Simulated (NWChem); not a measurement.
System: BeIBr; SMILES [Br][Be][I]

Results from NWChem. Medium grid unless said otherwise, to which SCAN and Minnesota functionals are sensitive. All runs use the structure optimised with PBE-D3(BJ)/def2-SVP. def2 effective core potentials on I; no spin-orbit coupling.

Question: Order these by “highest occupied level (eV)”, lowest first: B97-D/def2-TZVP; LC-BLYP (range parameter 0.33 per bohr)/def2-TZVP; B3LYP/def2-TZVP; LC-wPBE (HJS exchange hole, range parameter 0.4 per bohr)/def2-TZVP.

Answer: LC-wPBE (HJS exchange hole, range parameter 0.4 per bohr)/def2-TZVP (-10.81), LC-BLYP (range parameter 0.33 per bohr)/def2-TZVP (-10.37), B3LYP/def2-TZVP (-7.91), B97-D/def2-TZVP (-7.00)
